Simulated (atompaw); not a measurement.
# u(r) = r·R(r): atom against pseudo-atom (Ti)

Columns: radius, all-electron u(r) and pseudo u(r) of the 4p shell (level -2.07 eV) of titanium in the configuration [Ar] 3d2 4s1 4p1; PBE, scalar-relativistic, PAW (atompaw) scheme, atompaw 4.2.0.5.

```json
{"r (bohr)": "0.115", "all-electron": "0.0958", "pseudo": "0.0012"}
{"r (bohr)": "0.231", "all-electron": "0.0957", "pseudo": "0.0049"}
{"r (bohr)": "0.346", "all-electron": "0.0121", "pseudo": "0.0109"}
{"r (bohr)": "0.462", "all-electron": "-0.0821", "pseudo": "0.0194"}
{"r (bohr)": "0.577", "all-electron": "-0.1511", "pseudo": "0.0301"}
{"r (bohr)": "0.692", "all-electron": "-0.1876", "pseudo": "0.0429"}
{"r (bohr)": "0.808", "all-electron": "-0.1941", "pseudo": "0.0579"}
{"r (bohr)": "0.923", "all-electron": "-0.1771", "pseudo": "0.0746"}
{"r (bohr)": "1.038", "all-electron": "-0.1438", "pseudo": "0.0931"}
{"r (bohr)": "1.154", "all-electron": "-0.0999", "pseudo": "0.1134"}
{"r (bohr)": "1.269", "all-electron": "-0.0507", "pseudo": "0.1348"}
{"r (bohr)": "1.385", "all-electron": "0.0013", "pseudo": "0.1577"}
{"r (bohr)": "1.500", "all-electron": "0.0528", "pseudo": "0.1812"}
{"r (bohr)": "1.615", "all-electron": "0.1029", "pseudo": "0.2055"}
{"r (bohr)": "1.731", "all-electron": "0.1509", "pseudo": "0.2305"}
{"r (bohr)": "1.846", "all-electron": "0.1954", "pseudo": "0.2555"}
{"r (bohr)": "1.962", "all-electron": "0.2369", "pseudo": "0.2806"}
{"r (bohr)": "2.077", "all-electron": "0.2746", "pseudo": "0.3053"}
{"r (bohr)": "2.192", "all-electron": "0.3088", "pseudo": "0.3294"}
{"r (bohr)": "2.308", "all-electron": "0.3399", "pseudo": "0.3529"}
{"r (bohr)": "2.423", "all-electron": "0.3675", "pseudo": "0.3751"}
{"r (bohr)": "2.538", "all-electron": "0.3921", "pseudo": "0.3960"}
{"r (bohr)": "2.654", "all-electron": "0.4138", "pseudo": "0.4155"}
{"r (bohr)": "2.769", "all-electron": "0.4326", "pseudo": "0.4331"}
{"r (bohr)": "2.885", "all-electron": "0.4488", "pseudo": "0.4489"}
{"r (bohr)": "3.000", "all-electron": "0.4624", "pseudo": "0.4624"}
```

Question: How many radial nodes do the two functions have?

Answer: The all-electron 4p function has n − l − 1 = 2; the pseudo-wave has 0, since the states of the same l below it are removed with the core.

Question: Is the pseudo-wave norm-conserving?

Answer: No, it belongs to a PAW set: the norm inside the radius is not constrained, and the difference is carried by the augmentation charge.
